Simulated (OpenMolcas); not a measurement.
# Cu2+: moving or changing the point charges

Cu2+ among 6 point charges of -2.2 e arranged as an octahedron (Oh), 2.02 Å from the ion.
```
   2.0200    0.0000    0.0000  -2.20
   0.0000    2.0200    0.0000  -2.20
  -2.0200    0.0000    0.0000  -2.20
   0.0000   -2.0200    0.0000  -2.20
   0.0000    0.0000    2.0200  -2.20
   0.0000    0.0000   -2.0200  -2.20
```

* Program: OpenMolcas 26.06
* Method: SS-CASPT2, IPEA 0.25 Eh, imaginary shift 0.1 Eh (closed shells correlated: 3s 3p)
* Basis: ANO-RCC-VTZP [6s5p3d2f1g]
* Scalar Hamiltonian: DKH2, point nucleus
* Active space: 9 electrons in 5 orbitals (3d)
* State averaging: 2S+1 = 2 even, 5 roots
* Spin-orbit coupling: state interaction with AMFI integrals over the reference wave functions

Runs around this geometry, states (labels of O, the rotations of Oh). Energies in cm-1 above the lowest state or level, χT in cm3 K/mol; 10Dq is the gap between the two states.

```tsv
R (Å)	q (e)	Ground state	First state of that spin	10Dq	First gap with spin-orbit (degeneracies)	χT at 300 K
2.02	-1.43	2E	2T2 2360	2360	1870 (4, 2)	0.930
2.02	-2.2	2E	2T2 3690	3693	3120 (4, 2)	0.771
2.13	-2.2	2E	2T2 2880	2877	2350 (4, 2)	0.857
```

Taking |10Dq| as R^-n, n = -ln(2877 / 3693) / ln(2.13 / 2.02) = 4.7 between the shortest and longest distance. The point-charge formula for a cubic d site gives n = 5.

Scaling the charges by -1.43 / -2.2 = 0.65 scales |10Dq| by 2360 / 3693 = 0.64; with fixed orbitals a first-order splitting would follow the charge.

Roots that are degenerate in the reference are averaged as groups; the widest CASPT2 spread within a group is 59 cm-1 (the 3-fold group of multiplicity 2 near 2360 cm-1 above the lowest state of its run, R = 2.02, q = -1.43). Shifts and gaps below about the spread of the groups concerned are not significant. An orbital doublet at a regular site is open to a Jahn-Teller distortion, which this geometry leaves out. The ground term spreads over less than 5000 cm-1, several times less than with real ligands, so orbital moments are less quenched and χT lies further from the spin-only value than at real sites. Free-ion shares, where given, are those of the reference states; single-state CASPT2 does not remix them. This is an electrostatic model: the charges have no orbitals. No measured value stands beside these numbers.
